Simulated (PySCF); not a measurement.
Task: Write Cartesian coordinates for `COBI` (CH4BIO) as optimised with PBE0-D3(BJ)/def2-SVP.

Result: 
```xyz
8
CH4BIO angstrom
C     -1.101   -0.379    0.066
O     -0.186    0.689    0.025
B      1.126    0.672   -0.171
I      2.254   -1.145   -0.495
H     -0.601   -1.350   -0.077
H     -1.610   -0.368    1.040
H     -1.850   -0.231   -0.725
H      1.739    1.706   -0.172
```

Orientation and origin are arbitrary. Atoms count from 1 in this order. The 4 heavy atoms lie in one plane (0.000 Å rms). B3 (three-coordinate boron) is planar (angles 123.3°, 119.5° and 117.1°, sum 360.0°, 0.00 Å off the plane of its three neighbours). Of the pairs four or more bonds apart, I4···H5 is among the closest relative to their van der Waals radii: 2.89 Å, 91 % of the sum of Bondi's values.

Bonds between heavy atoms (Å): C1–O2 1.407, O2–B3 1.326, B3–I4 2.163.

The calculation used PySCF, PBE0-D3(BJ)/def2-SVP geometry optimisation, gas phase, def2 core potentials past Kr.

Point group: Cs (tolerance 0.08 Å). Whether it is a minimum is left open (no frequencies). The numbers are those of one conformer (C1–O2–B3–I4 0°).

On an Arm Neoverse V2 with one thread, shared host with 96 logical CPUs at a one-minute load of 28, this took 19 s and 0.37 GiB of memory at its peak. That covers the optimisation of the geometry.
